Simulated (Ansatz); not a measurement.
The same ligand exchange along the group F, Cl, Br, I.

Calculated with Ansatz (gas phase, PBE0-D4/def2-TZVP geometries, no zero-point term in ΔE). CCSD(T)/CBS is the MP2 limit (def2-TZVPP, def2-QZVPP) plus CCSD(T) − MP2 in def2-TZVPP, frozen cores. This one scheme is used for every species. DFT in def2-TZVPP. Elements past krypton have def2 core potentials. For Br, I, Se outer-core shells are correlated without core-valence functions, which leaves a few kJ/mol of doubt a bond. Scalar relativity is left out up to krypton. Each species was taken in one conformer, which may not be the lowest.

| reaction | B2PLYP (kJ/mol) | CCSD(T)/CBS(def2) (kJ/mol) |
| --- | --- | --- |
| `F[SiH]1BC1` + H₂Se → `[SeH][SiH]1BC1` + H–F | 51 | 41 |
| `Cl[SiH]1BC1` + H₂Se → `[SeH][SiH]1BC1` + HCl | 30 | 25 |
| `Br[SiH]1BC1` + H₂Se → `[SeH][SiH]1BC1` + HBr | 28 | 27 |
| `I[SiH]1BC1` + H₂Se → `[SeH][SiH]1BC1` + HI | 22 | 24 |

Largest T1 diagnostic: 0.014, for `F[SiH]1BC1`.
